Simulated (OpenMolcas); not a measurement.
Ag2+: moving or changing the point charges

Ag2+ among 6 point charges of -1 e arranged as a tetragonal octahedron (D4h), 2.07 Å from the ion, with the axial distance 1.946 Å.

* Program: OpenMolcas 26.06
* Method: CASSCF
* Basis: ANO-RCC-VDZP [6s5p3d1f]
* Scalar Hamiltonian: DKH2, point nucleus
* Active space: 9 electrons in 5 orbitals (4d)
* State averaging: 2S+1 = 2 even, 5 roots
* Spin-orbit coupling: RASSI with atomic mean-field integrals over the reference wave functions

Runs around this geometry, states (labels of D4, the rotations of D4h). Energies in cm-1 above the lowest state or level, χT in cm3 K/mol.

```json
{"R (Å)": "2.07", "q (e)": "-1", "Axial / equatorial distance": "0.86", "Ground state": "2A1", "First state of that spin": "2B1 5051", "First gap with spin-orbit (degeneracies)": "4473 (2, 2)", "χT at 300 K": "0.781"}
{"R (Å)": "2.07", "q (e)": "-0.8", "Axial / equatorial distance": "0.94", "Ground state": "2A1", "First state of that spin": "2B1 1511", "First gap with spin-orbit (degeneracies)": "1335 (2, 2)", "χT at 300 K": "0.936"}
{"R (Å)": "1.91", "q (e)": "-1", "Axial / equatorial distance": "0.94", "Ground state": "2A1", "First state of that spin": "2B1 2329", "First gap with spin-orbit (degeneracies)": "2183 (2, 2)", "χT at 300 K": "0.780"}
{"R (Å)": "2.07", "q (e)": "-1", "Axial / equatorial distance": "0.94", "Ground state": "2A1", "First state of that spin": "2B1 1870", "First gap with spin-orbit (degeneracies)": "1694 (2, 2)", "χT at 300 K": "0.874"}
{"R (Å)": "2.21", "q (e)": "-1", "Axial / equatorial distance": "0.94", "Ground state": "2A1", "First state of that spin": "2B1 1556", "First gap with spin-orbit (degeneracies)": "1364 (2, 2)", "χT at 300 K": "0.950"}
```

Taking the first state of the same spin as R^-n, n = -ln(1556 / 2329) / ln(2.21 / 1.91) = 2.8 between the shortest and longest distance.

Scaling the charges by -0.8 / -1 = 0.80 scales the first state of the same spin by 1511 / 1870 = 0.81; with fixed orbitals a first-order splitting would follow the charge.

The ground term spreads over less than 5000 cm-1, several times less than with real ligands, so orbital moments are less quenched and χT lies further from the spin-only value than at real sites (holds for R = 2.07, q = -0.8, ratio = 0.94; R = 2.21, q = -1, ratio = 0.94). This is an electrostatic model: the charges have no orbitals. No measured value stands beside these numbers.
